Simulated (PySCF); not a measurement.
Species: Nb(SH)4 (doublet state).
Bonds: Nb1–S2, Nb1–S4, Nb1–S6, Nb1–S8. Hydrogens: H3 on S2; H5 on S4; H7 on S6; H9 on S8.

Method: PySCF 2.14.0, PBE0-D3(BJ)/def2-SVP geometry optimisation, gas phase, def2 core potentials past Kr.

Problem. List the bond lengths, angles and torsions at this level.

Solution. 
```tsv
bond	length (Å)
Nb1–S2 and 3 like bonds	2.346
S2–H3 and 3 like bonds	1.357
```

Bonds in one row agree within 0.01 Å and their mean is given. A selection of angles:
```tsv
angle	degrees
S2–Nb1–S4	111.7
S2–Nb1–S6	109.4
S4–Nb1–S8	106.6
Nb1–S2–H3	98.1
```

Torsions: H3–S2–Nb1–S4 74° (synclinal); H5–S4–Nb1–S2 73° (synclinal); H7–S6–Nb1–S2 165° (antiperiplanar); H9–S8–Nb1–S2 42° (synclinal). The mirror-image conformer, all signs reversed, is as good.

Nb1 (niobium bonded to 4 S) is tetrahedral (angles from 106.6° to 111.7°). S2 (sulfur bonded to Nb and H) is bent (angle 98.1°).

Point group: near S4, missed by 0.13 Å at most; the miss may be what the optimiser left on a soft mode. Whether it is a minimum is left open (no frequencies). ⟨S²⟩ = 0.758 (exact for a doublet: 0.75).
